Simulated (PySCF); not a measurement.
# Al: excitation energy

Al [Ne] 3s2 3p1 (2P) → Al [Ne] 3s2 4s1 (2S), as a difference of total energies. Calculation: PySCF 2.14, in aug-cc-pwCVTZ; the non-relativistic Hamiltonian (point nucleus). Correlated levels: nothing frozen. The calculations carry no spin-orbit coupling.

| method | excitation energy (eV) |
| --- | --- |
| UHF | 3.047 |
| MP2 (all electrons) | 3.081 |
| SCS-MP2 (all electrons) | 3.092 |
| CCSD (all electrons) | 3.173 |
| CCSD(T) (all electrons) | 3.173 |

How much does correlation contribute at CCSD(T) (all electrons)?

3.173 − (3.047) = 0.126 eV, measured against UHF.

Errors of the correlated levels include the incompleteness of this basis.

For comparison: 3.133 eV (measured; NIST levels, between the centres of gravity of the two terms).
